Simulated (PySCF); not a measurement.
C₄H₁₁B₂NO₂.
Bonds: B1–N2, N2–C3 (triple), C3–C4, C4–B5, B5–O6, O6–C7, B5–O8, O8–C9. Hydrogens: H10, H11, H12 on B1; H13, H14 on C4; H15, H16, H17 on C7; H18, H19, H20 on C9.

Computed, not measured: PBE0-D3(BJ)/def2-SVP geometry optimisation, gas phase (PySCF).

Give the optimised bond lengths and angles.

```json
{"bond": "B1–N2", "length (bohr)": "2.898", "order": "single"}
{"bond": "N2≡C3", "length (bohr)": "2.177", "order": "triple"}
{"bond": "C3–C4", "length (bohr)": "2.724", "order": "single"}
{"bond": "C4–B5", "length (bohr)": "3.040", "order": "single"}
{"bond": "B5–O6, B5–O8", "length (bohr)": "2.548", "order": "single"}
{"bond": "O6–C7, O8–C9", "length (bohr)": "2.662", "order": "single"}
{"bond": "B1–H10, B1–H11, B1–H12", "length (bohr)": "2.314", "order": "single"}
{"bond": "C4–H13, C4–H14", "length (bohr)": "2.083", "order": "single"}
{"bond": "C7–H15 and 5 like bonds", "length (bohr)": "2.079", "order": "single"}
```

Bonds in one row agree within 0.02 bohr and their mean is given. Orders are formal, as drawn. A selection of angles:
```json
{"angle": "N2–B1–H10", "degrees": "106.9"}
{"angle": "N2–B1–H11", "degrees": "105.9"}
{"angle": "H10–B1–H11", "degrees": "112.8"}
{"angle": "B1–N2–C3", "degrees": "177.5"}
{"angle": "N2–C3–C4", "degrees": "176.8"}
{"angle": "C3–C4–B5", "degrees": "112.9"}
{"angle": "C3–C4–H13", "degrees": "108.5"}
{"angle": "C3–C4–H14", "degrees": "109.6"}
{"angle": "B5–C4–H13", "degrees": "109.5"}
{"angle": "H13–C4–H14", "degrees": "107.4"}
{"angle": "C4–B5–O6", "degrees": "124.1"}
{"angle": "C4–B5–O8", "degrees": "115.4"}
{"angle": "O6–B5–O8", "degrees": "120.4"}
{"angle": "B5–O6–C7", "degrees": "126.3"}
{"angle": "O6–C7–H15", "degrees": "112.3"}
{"angle": "O6–C7–H16", "degrees": "108.2"}
{"angle": "H15–C7–H16", "degrees": "108.2"}
{"angle": "H16–C7–H17", "degrees": "108.6"}
{"angle": "B5–O8–C9", "degrees": "122.1"}
{"angle": "O8–C9–H19", "degrees": "110.1"}
```

Dihedral angles: C3–C4–B5–O6 -50° (synclinal); C4–B5–O6–C7 1° (synperiplanar); C4–B5–O8–C9 179° (antiperiplanar). The mirror-image conformer, all signs reversed, is as good.

B1 (four-coordinate boron) is distorted tetrahedral (angles from 105.3° to 112.8°). Of the pairs four or more bonds apart, O6···H20 is among the closest relative to their van der Waals radii: 2.45 Å, 90 % of the sum of Bondi's values. B5 (three-coordinate boron) is planar (angles 124.1°, 120.4° and 115.4°, sum 360.0°, 0.01 Å off the plane of its three neighbours). O6 (boron-bound oxygen) is bent (angle 126.3°).

Point group: C1 (no symmetry element, even within 0.4 Å). Stationary, but not proved a minimum. One conformer, not necessarily the lowest.
